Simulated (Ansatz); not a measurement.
Reaction (formal exchange of groups at the Hf–C bond): `[CH3][Hf]([CH3])([Cl])[Cl]` + `FCCCCl` → `[CH3][Hf]([Cl])([Cl])[Cl]` + `CCCCF`

Computed with Ansatz on PBE0-D4/def2-TZVP structures; ΔE is electronic, products minus reactants. CCSD(T)/CBS is the MP2 limit (def2-TZVPP, def2-QZVPP) plus CCSD(T) − MP2 in def2-TZVPP, frozen cores. Functionals use def2-TZVPP. B3LYP here is the variant with VWN-RPA as its local correlation; programs differ in this. def2 core potentials past Kr. For Hf outer-core shells are correlated without core-valence functions, which leaves a few kJ/mol of doubt a bond. Each species was taken in one conformer, which may not be the lowest.

`[CH3][Hf]([CH3])([Cl])[Cl]`:

Z-matrix (Å, degrees):
```
C
Hf 1 2.190
H 1 1.097 2 110.8
H 1 1.097 2 110.8 3 119.5
H 1 1.096 2 112.2 3 -120.2
C 2 2.190 1 103.6 3 -59.6
Cl 2 2.344 1 108.6 3 55.8
Cl 2 2.344 1 108.6 3 -175.0
H 6 1.096 2 112.2 1 179.6
H 6 1.097 2 110.8 1 -60.1
H 6 1.097 2 110.8 1 59.4
```

`FCCCCl`:

```xyz
11

F     1.109   -1.676   -0.075
C    -0.164   -1.217   -0.376
C    -0.471    0.008    0.446
C     0.460    1.169    0.181
Cl    0.272    1.807   -1.478
H    -0.869   -2.023   -0.155
H    -0.192   -0.996   -1.446
H    -0.397   -0.250    1.508
H    -1.506    0.308    0.256
H     0.257    2.000    0.854
H     1.502    0.871    0.285
```

`[CH3][Hf]([Cl])([Cl])[Cl]`:

Cartesian coordinates in Å:
```
C 1.158 0.151 -0.127
Hf -0.988 -0.128 0.108
Cl -1.876 2.016 0.311
Cl -1.685 -1.230 -1.823
Cl -1.240 -1.411 2.037
H 1.583 0.667 0.742
H 1.380 0.750 -1.018
H 1.669 -0.813 -0.231
```

`CCCCF`:

Z-matrix (Å, degrees):
```
C
C 1 1.518
H 1 1.092 2 111.5
H 1 1.094 2 111.3 3 120.2
H 1 1.094 2 111.1 3 -120.0
C 2 1.520 1 112.7 3 -179.9
H 2 1.094 1 109.9 3 58.3
H 2 1.096 1 109.8 3 -58.2
C 6 1.506 2 113.6 1 -179.1
H 6 1.097 2 110.0 1 60.1
H 6 1.096 2 110.1 1 -56.9
F 9 1.387 6 110.4 2 63.3
H 9 1.095 6 111.3 2 -55.7
H 9 1.094 6 111.5 2 -177.5
```

| level | ΔE (kcal/mol) | difference from CCSD(T)/CBS |
| --- | --- | --- |
| PBE-D4 | -51.0 | 1.8 |
| r2SCAN-D4 | -53.0 | -0.2 |
| PBE0-D4 | -52.4 | 0.4 |
| B3LYP-D4 | -52.3 | 0.5 |
| ωB97X-V | -52.6 | 0.2 |
| ωB97M-V | -52.4 | 0.4 |
| B2PLYP | -53.5 | -0.7 |
| PBE | -51.2 | 1.6 |
| r2SCAN | -53.1 | -0.3 |
| PBE0 | -52.6 | 0.2 |
| B3LYP | -52.7 | 0.1 |
| HF/def2-TZVPP | -56.0 | -3.2 |
| MP2/def2-TZVPP | -54.2 | -1.4 |
| SCS-MP2/def2-TZVPP | -53.8 | -1.0 |
| CCSD/def2-TZVPP | -53.3 | -0.5 |
| CCSD(T)/def2-TZVPP | -53.2 | -0.4 |
| HF/def2-QZVPP | -55.9 | -3.1 |
| MP2/def2-QZVPP | -54.0 | -1.2 |
| SCS-MP2/def2-QZVPP | -53.6 | -0.8 |
| HF/CBS(def2) | -55.9 | -3.1 |
| MP2/CBS(def2) | -53.8 | -1.0 |
| CCSD/CBS(def2) | -53.0 | -0.2 |
| CCSD(T)/CBS | -52.8 | 0 |

Largest T1 diagnostic among the species: 0.013.

In def2-TZVPP, CCSD(T) changes the Hartree–Fock value by +2.9 kcal/mol (the triples alone add +0.2 kcal/mol) and MP2 by +1.8 kcal/mol. From PBE to PBE0 (25 % exact exchange), in def2-TZVPP and without D4, ΔE moves by −1.4 kcal/mol.

CCSD(T)/CBS has its own doubt, a few kJ/mol and more with outer-core shells, so smaller differences from it don't rank the levels.
